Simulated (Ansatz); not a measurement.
Geometry optimisation, RKS PBE-D4/def2-SVP (Ansatz).

The input (input.yaml):

```yaml
crystal:
  periodic: [false, false, false]
  atoms:
    - { symbol: B, position_ang: [-0.07924, 2.05588, -1.03767] }
    - { symbol: C, position_ang: [-0.01312, 0.72836, -0.36031] }
    - { symbol: C, position_ang: [0.02056, -0.35213, 0.18379] }
    - { symbol: C, position_ang: [0.06029, -1.64224, 0.8307] }
    - { symbol: H, position_ang: [0.18297, 2.13748, -2.17613] }
    - { symbol: H, position_ang: [-0.40336, 3.00214, -0.42873] }
    - { symbol: H, position_ang: [1.08976, -1.881, 1.09911] }
    - { symbol: H, position_ang: [-0.30997, -2.41267, 0.15372] }
    - { symbol: H, position_ang: [-0.54788, -1.63581, 1.73552] }
basis:
  gaussian: { orbitals: def2-SVP }
hamiltonian:
  xc: pbe
  dispersion: d4
relax:
  f_tol: 0.02
  max_steps: 40
output:
  orbitals: {}
```

Launched with:

```bash
$ ansatz run input.yaml --threads 1 --pin off --max-ram 2048MiB --backend cpu --events-out ev --progress --plain --runs-dir out
```

Task: Where does it end, and by what steps?

Result: It converged. After 5 steps the energy has fallen by 0.118 eV; H5 moved furthest, 0.07 Å.

```json
{"step": "0", "energy less start (eV)": "0.0000", "largest force component (eV/Å)": "2.089", "accepted": "yes"}
{"step": "1", "energy less start (eV)": "-0.1095", "largest force component (eV/Å)": "0.328", "accepted": "yes"}
{"step": "2", "energy less start (eV)": "-0.1137", "largest force component (eV/Å)": "0.260", "accepted": "yes"}
{"step": "3", "energy less start (eV)": "-0.1177", "largest force component (eV/Å)": "0.042", "accepted": "yes"}
{"step": "4", "energy less start (eV)": "-0.1178", "largest force component (eV/Å)": "0.026", "accepted": "yes"}
{"step": "5", "energy less start (eV)": "-0.1179", "largest force component (eV/Å)": "0.010", "accepted": "yes"}
```

```xyz
9
Properties=species:S:1:pos:R:3
B -0.080 2.078 -1.050
C -0.026 0.741 -0.370
C 0.008 -0.363 0.187
C 0.054 -1.657 0.839
H 0.199 2.181 -2.230
H -0.406 3.072 -0.428
H 1.103 -1.905 1.112
H -0.304 -2.466 0.168
H -0.547 -1.680 1.772
```

The run took 11 s on 1 CPU thread of a shared host.
